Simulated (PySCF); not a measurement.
**GeP from Hartree–Fock to correlated methods**

State: ²Π (doublet), unpaired electrons π ↑. Set-up: PySCF, spin-free X2C with a Gaussian nucleus, basis sets Ge x2c-TZVPPall, P x2c-TZVPPall. De refers to Ge + P in their high-spin ground configurations, without counterpoise correction. The functionals are run spin-unrestricted. A positive dipole means Ge(−)P(+).

```csv
Level,Re (Å),ωe (cm⁻¹),De (eV),μ (D),"CPU s a point (SCF and correlation, without the integrals)"
ROHF,2.121,536,1.04,-1.66,0.88
ROHF-MP2,2.147,494,3.02,n/a,1.7
ROHF-SCS-MP2,2.149,492,3.05,n/a,n/a
ROHF-CCSD,2.146,497,2.82,n/a,n/a
ROHF-CCSD(T),2.162,476,3.08,n/a,84
PBE,2.172,466,3.64,-1.24,1.7
TPSS,2.162,473,3.52,-1.28,2.6
r²SCAN,2.147,489,3.42,-1.21,2.6
TPSSh,2.151,485,3.39,-1.32,3.4
PBE0,2.143,498,3.31,-1.34,3.1
r²SCAN0,2.131,508,3.15,-1.30,3.5
M06-2X,2.140,502,3.27,-1.33,3.6
ωB97X-V,2.119,530,3.45,-1.43,7.9
```

Q: Which functional lies closest to ROHF-CCSD(T) in De, which farthest, and by how much do they differ from it?

A: Closest is r²SCAN0 (-3.1 pm in Re, +6.7 % in ωe, +0.07 eV in De against ROHF-CCSD(T) in the same basis), farthest PBE (+1.0 pm in Re, -2.1 % in ωe, +0.56 eV in De). CCSD(T) converges more slowly with the basis than the functionals do and binds too weakly in this one, so the order can change at the basis-set limit.

Q: What does a quarter of exact exchange do here, going from PBE to PBE0?

A: PBE0 less PBE: -2.9 pm in Re, +6.9 % in ωe, -0.33 eV in De. Exact exchange removes part of the self-interaction that spreads semilocal densities, and in most molecules shortens and stiffens the bond and lowers De; so it does here.

Q: What does the step from GGA to meta-GGA do here, going from PBE to r²SCAN?

A: r²SCAN less PBE: -2.5 pm in Re, +4.9 % in ωe, -0.22 eV in De. 

Correlated steps freeze 14 core orbitals. Spin–orbit coupling is left out. The state was picked by a PBE0 search and need not be the measured ground state.

The whole job (state search and all levels along the bond) took about 20 min on 1 thread of Arm Neoverse V2 (shared host), peak memory 2.9 GiB.
